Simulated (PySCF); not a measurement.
ClH₄SSi₂ (doublet state).
Geometry (GFN2-xTB, Å), atoms numbered from 1 in this order:
```xyz
8
ClH4SSi2 angstrom
Si    -1.550    0.087   -0.110
S      0.069   -1.159    0.563
Si     1.814    0.012    0.070
Cl     3.449   -1.089    0.476
H     -2.727   -0.687    0.242
H     -1.378    0.291   -1.541
H     -1.471    1.352    0.610
H      1.804    1.202    0.911
```

The hyperfine couplings belong to this conformer and change with its torsions.

Identity: `[SiH3]S[SiH]Cl` [radical].

Computed, not measured: PySCF 2.14.0, UKS B3LYP, pcH-1 on Cl H S Si, non-relativistic, mean-field spin-orbit, GIAO. The structure is a single GFN2-xTB conformer in the gas phase; no vibrational or solvent corrections. The geometry wasn't refined by DFT: couplings that depend on bond lengths, twists or pyramidal angles can differ widely from those at the functional's own minimum, by a factor of two or more for some ions and for spin on atoms past the first row. The SCF solution wasn't tested for stability.

Task: Where do the isotropic ENDOR lines of H8, H5/H6/H7, Si1 and Cl4 fall at 332.3 mT, to first order?

Result: ν± = |νn ± a/2|, one line for each electron-spin manifold; νn = |g_N| × 7.62259 MHz/T × B.

```
  nuclei  isotope      g_N  νn (MHz)  a_iso (MHz)  lower line (MHz)  upper line (MHz)
      H8       1H   5.5857     14.15       156.57             64.14             92.43
H5/H6/H7       1H   5.5857     14.15         0.57             13.87             14.43
     Si1     29Si  -1.1106      2.81        -4.69              0.47              5.16
     Cl4     35Cl   0.5479      1.39        17.39              7.31             10.08
```

The rows for 29Si, of low natural abundance, apply to labelled samples.

Task: Which pairs are centred on the nuclear Larmor frequency, and which on half the coupling?

Result: Centred on νn, since |a| < 2νn: H5/H6/H7 and Si1. Centred on |a|/2 and split by 2νn: H8 and Cl4.

Nuclei that the bonding pattern makes equivalent are averaged, as if the motion that swaps them (rotation, inversion, ring flip) were fast.

Main isotope only: 35Cl (natural samples also hold 24 % 37Cl, magnetic too, which adds its own pattern).

The Mulliken spin populations are largest on Si3 (+0.74), S2 (+0.13), H8 (+0.07) and Cl4 (+0.06). No atom but Si3 exceeds +0.15. The angles at Si3 add up to 325.7°, so it is pyramidal.

On one thread of an Arm Neoverse V1, no GPU, on a shared host, this took 26 s of wall time (with the writing of density and orbital grids) and 0.64 GiB of memory at its peak.
